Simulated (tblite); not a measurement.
Compound: C6H12Ge.
Bonds: C1–C2 (double), C2–C3, C3–Ge4, C2–C5, C5–C6, C6–C7, C5–C7. Hydrogens: H8, H9 on C1; H10, H11 on C3; H12, H13, H14 on Ge4; H15 on C5; H16, H17 on C6; H18, H19 on C7.

Computed with GFN2-xTB (tblite), gas phase: L-BFGS steps from a force-field or distance-geometry start until the largest atomic force falls under 0.01 eV/Å.

Step 43: E = -566.7270 eV
```
atom  x, y, z in Å  |  force x, y, z in eV/Å
C1     -0.4405    0.8407   -1.8778    0.005  -0.009   0.023
C2      0.0220    0.7047   -0.6418   -0.004  -0.010   0.004
C3      1.4784    0.8568   -0.3342    0.013  -0.010  -0.001
Ge4     2.3072   -0.8756    0.1674   -0.014   0.040  -0.010
C5     -0.7974    0.3293    0.5371    0.014  -0.036  -0.021
C6     -1.4629   -1.0266    0.5774   -0.013   0.018  -0.011
C7     -2.2941    0.2133    0.5140    0.039   0.024  -0.013
H8      0.2192    1.0896   -2.6926   -0.013  -0.010  -0.001
H9     -1.4784    0.7230   -2.1359   -0.003  -0.010   0.038
H10     1.6157    1.5547    0.4947   -0.012  -0.021   0.049
H11     2.0080    1.2701   -1.1924    0.026  -0.020  -0.041
H12     1.5052   -1.6027    1.1942    0.006  -0.014   0.020
H13     2.4664   -1.7917   -1.0038   -0.037   0.029  -0.006
H14     3.6709   -0.6647    0.7479    0.037   0.021  -0.003
H15    -0.3541    0.6591    1.4730   -0.057  -0.008  -0.023
H16    -1.4300   -1.5899    1.4996   -0.019   0.021  -0.046
H17    -1.3954   -1.6339   -0.3146   -0.010   0.016   0.043
H18    -2.8325    0.5207    1.3995    0.017  -0.024  -0.029
H19    -2.8174    0.4322   -0.4041    0.025   0.001   0.028
```

Step 44: E = -566.7279 eV
```
atom  x, y, z in Å  |  force x, y, z in eV/Å
C1     -0.4373    0.8329   -1.8762   -0.007   0.007   0.012
C2      0.0231    0.7043   -0.6390    0.013   0.000  -0.018
C3      1.4782    0.8618   -0.3318    0.048  -0.017   0.014
Ge4     2.3052   -0.8721    0.1685   -0.017   0.030  -0.028
C5     -0.7961    0.3283    0.5388    0.015  -0.029  -0.020
C6     -1.4624   -1.0268    0.5747   -0.040   0.017  -0.008
C7     -2.2925    0.2148    0.5134    0.027   0.006  -0.005
H8      0.2187    1.0826   -2.6927    0.022  -0.006  -0.004
H9     -1.4734    0.7128   -2.1361   -0.047  -0.023   0.040
H10     1.6157    1.5586    0.4975   -0.019  -0.012   0.056
H11     2.0081    1.2764   -1.1894    0.018  -0.027  -0.040
H12     1.5056   -1.5964    1.1999    0.010  -0.012   0.013
H13     2.4509   -1.7853   -1.0075   -0.036   0.027   0.007
H14     3.6741   -0.6715    0.7401    0.039   0.027  -0.002
H15    -0.3531    0.6565    1.4751   -0.053  -0.007  -0.014
H16    -1.4332   -1.5927    1.4956   -0.015   0.025  -0.049
H17    -1.3949   -1.6322   -0.3186   -0.008   0.020   0.045
H18    -2.8312    0.5194    1.3999    0.018  -0.023  -0.035
H19    -2.8154    0.4377   -0.4044    0.033  -0.003   0.035
```

**Question.** Estimate the geometry and energy of step 45. (The exact step hangs on the optimiser's Hessian estimate; all steps are aligned on step 44, rigid shifts and turns removed.)

**Answer.** E = -566.7289 eV, largest force 0.098 eV/Å
```
atom  x, y, z in Å  |  force x, y, z in eV/Å
C1     -0.4338    0.8237   -1.8743   -0.020   0.023  -0.007
C2      0.0249    0.7040   -0.6358    0.035   0.007  -0.039
C3      1.4788    0.8677   -0.3288    0.069  -0.014   0.024
Ge4     2.3027   -0.8674    0.1695   -0.005   0.007  -0.031
C5     -0.7942    0.3266    0.5404    0.015  -0.011  -0.016
C6     -1.4625   -1.0266    0.5713   -0.056   0.010  -0.005
C7     -2.2901    0.2168    0.5125    0.006  -0.009   0.002
H8      0.2186    1.0741   -2.6928    0.052  -0.002  -0.004
H9     -1.4682    0.7000   -2.1356   -0.081  -0.036   0.042
H10     1.6154    1.5630    0.5019   -0.024  -0.004   0.049
H11     2.0086    1.2832   -1.1865    0.008  -0.032  -0.025
H12     1.5064   -1.5886    1.2067    0.017  -0.005   0.002
H13     2.4315   -1.7771   -1.0117   -0.033   0.022   0.018
H14     3.6784   -0.6792    0.7305    0.030   0.031  -0.006
H15    -0.3529    0.6532    1.4774   -0.038  -0.004   0.004
H16    -1.4375   -1.5958    1.4898   -0.011   0.022  -0.031
H17    -1.3943   -1.6299   -0.3226   -0.007   0.013   0.023
H18    -2.8293    0.5175    1.3997    0.014  -0.015  -0.026
H19    -2.8124    0.4443   -0.4040    0.032  -0.003   0.023
```

The energy changes by -0.0010 eV. The first-order estimate −F·Δx gives -0.0014 eV and the mean of the old and new forces, exact on a quadratic surface, -0.0010 eV. The step makes an angle of 80° with the force vector and moves no atom by more than 0.021 Å.

What follows is the cost of the whole relaxation. Time: 0.75 s of wall time. Hardware: one thread, Arm Neoverse V2 (aarch64) (shared host).
